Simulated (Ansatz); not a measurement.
`C[N](C)[AlH][SH]` and `C[N](C)[Ge][F]` differ in one atom or group.

Ansatz, PBE0-D4/def2-TZVP geometries, multiplicity 1. Each molecule was computed in one conformer, which needn't be the lowest.

Scalar relativity is left out up to krypton.

```csv
property,`C[N](C)[AlH][SH]`
HOMO energy (PBE0/def2-TZVPP) / eV,-6.54
LUMO energy (ωB97M-V/def2-TZVPP) / eV,1.18
HOMO–LUMO gap (ωB97M-V/def2-TZVPP) / eV,9.98
size of the dipole moment (ωB97M-V/def2-TZVPP) / D,2.07
LUMO energy (B3LYP/def2-TZVPP) / eV,-0.60
HOMO–LUMO gap (PBE0/def2-TZVPP) / eV,6.13
```

(1) Give the same properties after the change, and the shifts. (An estimate is asked.)

Answers

(1) Ansatz gave: 
| property | `C[N](C)[Ge][F]` | shift |
| --- | --- | --- |
| HOMO energy (PBE0/def2-TZVPP) / eV | -6.98 | -0.44 |
| LUMO energy (ωB97M-V/def2-TZVPP) / eV | 0.47 | -0.71 |
| HOMO–LUMO gap (ωB97M-V/def2-TZVPP) / eV | 9.67 | -0.31 |
| size of the dipole moment (ωB97M-V/def2-TZVPP) / D | 2.53 | 0.46 |
| LUMO energy (B3LYP/def2-TZVPP) / eV | -1.66 | -1.06 |
| HOMO–LUMO gap (PBE0/def2-TZVPP) / eV | 5.55 | -0.58 |

With PBE0 the HOMO falls by 0.44 eV and the LUMO falls by 1.03 eV, so the gap narrows by about 0.59 eV. PBE moves the HOMO by -0.47 eV and ωB97M-V by -0.40 eV. Dipoles are sizes alone; their direction can turn.

B3LYP here is the variant with VWN-RPA as its local correlation; programs differ in this.
